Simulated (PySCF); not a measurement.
# What a mistake does to a calculation on AlFH3OSi cation

These are calculations, not measurements. They come from PySCF 2.14.0, an open-source quantum chemistry program, on an isolated molecule that a program drew, which may never have been made. The molecule is AlFH3OSi cation (charge +1, singlet), drawn as the SMILES string `F[SiH+][O][AlH2]`.

Each row is a Hartree-Fock (HF) and frozen-core CCSD(T) single point in the cc-pV(D+d)Z basis, meant for a local HF minimum. Run 1 is clean. Each other run has one planted mistake out of seven kinds, and not every kind appears here: one electron removed, one electron added, multiplicity raised by two, geometry at a saddle point, minimal basis STO-3G, one bond length entered in bohr, all coordinates scaled. The reference is restricted for singlets and unrestricted otherwise, and also for a bond in bohr. Adding or removing an electron swaps singlet and doublet. Electrons count all cores. HOMO and LUMO are orbital energies over both spins, the gradient is its largest component, and the lowest frequency (negative if imaginary) is given only where the gradient is small. Bond lengths are over the 6 bonds as drawn. T1 is the CCSD diagnostic: over 0.02 (restricted) or 0.045 (unrestricted) a single reference is doubtful.

Geometry of the clean run:
```xyz
7
AlFH3OSi cation, angstrom
F    -3.9149   -2.9455   -0.3280
Si   -2.3710   -3.0279   -0.1731
O    -1.5344   -1.7507   -0.1283
Al   -0.6646   -0.1645   -0.0853
H    -1.8419   -4.3708   -0.0814
H    -0.2182    0.2716   -1.5055
H    -0.5616    0.3821    1.3629
```

```
run,electrons,basis functions,<S^2>,HOMO (eV),LUMO (eV),gradient (hartree/bohr),lowest frequency (cm^-1),mean bond (Å),longest bond (Å),T1,HF (hartree),CCSD(T) (hartree),mistake
1,46,89,0.000,-16.40,-3.96,3.6e-05,73,1.5733,1.809,0.0157,-706.78015,-707.32843,no fault
2,47,89,0.776,-5.36,0.97,9.9e-02,-,1.5733,1.809,0.0156,-706.95040,-707.50563,one electron added
3,46,89,0.000,-15.94,-4.42,8.4e-02,-,1.7101,1.967,0.0203,-706.73128,-707.29688,all coordinates scaled
4,46,89,0.853,-16.39,-6.18,1.4e-02,-,1.7877,2.733,0.0409,-706.66180,-707.19836,one bond length entered in bohr
5,46,89,0.000,-16.36,-4.07,5.0e-05,-76,1.5739,1.813,0.0154,-706.77879,-707.32668,geometry at a saddle point
6,45,89,0.847,-23.72,-14.35,6.5e-02,-,1.5733,1.809,0.0232,-706.21641,-706.74138,?
```

**Which mistake was planted in run 6, and what did it cost?**

It counts 45 electrons, one fewer than the clean run, at the same geometry and basis. So the mistake is: one electron removed. Subtracting run 1 and multiplying by 627.51 kcal/mol a hartree, the energy moved by 353.8 kcal/mol in HF and 368.4 kcal/mol in CCSD(T).

Cautions from the logs. Run 3: T1 is over the limit, so its CCSD(T) energy is less reliable.
